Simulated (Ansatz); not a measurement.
Basis-set extrapolation for C₃H₉BS (`CC(C)BS`) (PBE0-D4/def2-TZVP geometry, frozen core, Ansatz 0.2.0). Multiplicity 1, RHF reference.

|  | def2-TZVPP | def2-QZVPP |
| --- | --- | --- |
| HF | -541.152754 | -541.170640 |
| MP2 correlation | -0.811703 | -0.866198 |
| CCSD(T) correlation | -0.910508 | not run |

Energies in hartree. Use E(X) = E(∞) + A·exp(−7.88·√X) for Hartree–Fock and E(X) = E(∞) + B·X^(−2.97) for correlation, with X = 3 and 4, and add CCSD(T) minus MP2 of the smaller set to the MP2 limit.

Task: What is the CCSD(T) energy at the basis-set limit?

Result: HF limit: -541.170640 + (-0.017886) × 0.13774 = -541.17310. MP2 limit: -0.866198 + (-0.054495) × 0.74074 = -0.90656. Higher-order term: -0.910508 − (-0.811703) = -0.09881. Total: -542.17847 hartree, 302.5 kJ/mol below CCSD(T)/def2-TZVPP.
